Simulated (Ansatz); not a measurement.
The O3–H4 bond of BeFHO (SMILES [OH][Be][F]) is stretched (multiplicity 1, the rest rigid).
Geometry at rest (charge 0, multiplicity 1):
```
atom    x (Å)    y (Å)    z (Å)
----  -------  -------  -------
Be     0.0293   0.0148  -0.0256
F      0.9828   0.5280  -0.8951
O     -0.9986  -0.4674   0.8245
H     -0.9734  -1.0724   1.5614
```

Frozen-core correlation.

The values were computed with Ansatz (a quantum-chemistry and plane-wave program) with Gaussian orbitals. Values without a source in brackets are computed.

FIC-MRCISD+Q on CASSCF(4,3)/aug-cc-pVTZ, total energies (hartree):

| R (Å) | CASSCF | MRCISD | weight c² of the reference |
|---|---|---|---|
| 0.954 | -189.768280 | -190.263505 | 0.91383 |
| 1.669 | -189.638079 | -190.120912 | 0.91256 |
| 3.052 | -189.593531 | -190.062103 | 0.91686 |

Task: Add the Davidson correction (E_MRCISD − E_CASSCF)(1 − c²)/c² and give the energies above the first point at the three levels.

Result: 
Corrections (hartree): -0.046695, -0.046265, -0.042491. Above the first point (kcal/mol):
- R = 1.669 Å: CASSCF 81.7, MRCISD 89.5, with the correction 89.7
- R = 3.052 Å: CASSCF 109.7, MRCISD 126.4, with the correction 129.0

Doubts at one or more of the structures used: active orbitals that take no part (FIC-MRCISD+Q on CASSCF(4,3)/aug-cc-pVTZ).
